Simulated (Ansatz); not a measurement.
Species: SrF, charge 0, doublet. SrF (SMILES [F][Sr], doublet).
B3LYP-D3(BJ)/def2-TZVP minimum from Ansatz (a quantum-chemistry and plane-wave program):
```xyz
2

Sr     0.0000     0.0000    -0.4018
F      0.0000     0.0000     1.6964
```
Charge 0, spin multiplicity 2.

Quantity: atomisation energy (electronic, to ground-state atoms), in kcal/mol. Open shells are spin-unrestricted; no spin-orbit coupling. Cores are frozen in correlated methods (noble-gas shells, and filled d and f shells in the p block). Past Kr the def2 sets carry scalar-relativistic core potentials. CBS(X,Y): correlation extrapolated as X^-3, Hartree-Fock from the larger set. A bracket is a step between two methods taken in the basis named. For partners of very few electrons the exact lower level stands in for a higher one. The restricted determinant of Sr ([Sr], singlet) is unstable towards broken spin symmetry in at least one set run. The spin of FSr ([F][Sr], doublet) was assumed, and the state is the lowest solution found for it.

CCSD(T)/CBS(def2-TZVPP,def2-QZVPP) + [CCSDT(Q) - CCSD(T)]/def2-QZVPP + [CCSDTQ - CCSDT(Q)]/def2-SVP (Ansatz) gives 128.3 kcal/mol.

How far off this value is PBE/def2-TZVPD (Ansatz), in which direction, and how far these levels: r2SCAN/def2-TZVPD, B3LYP/def2-TZVPD, PBE0/def2-TZVPD, B2PLYP/def2-TZVPD, CCSD(T)/CBS(def2-TZVPP,def2-QZVPP)?

PBE gives 132.6 kcal/mol, 4.3 kcal/mol above it. Differences of the others: r2SCAN/def2-TZVPD (Ansatz) 5.4; B3LYP/def2-TZVPD (Ansatz) -3.1; PBE0/def2-TZVPD (Ansatz) -2.6; B2PLYP/def2-TZVPD (Ansatz) -2.2; CCSD(T)/CBS(def2-TZVPP,def2-QZVPP) (Ansatz) 0.0 kcal/mol.
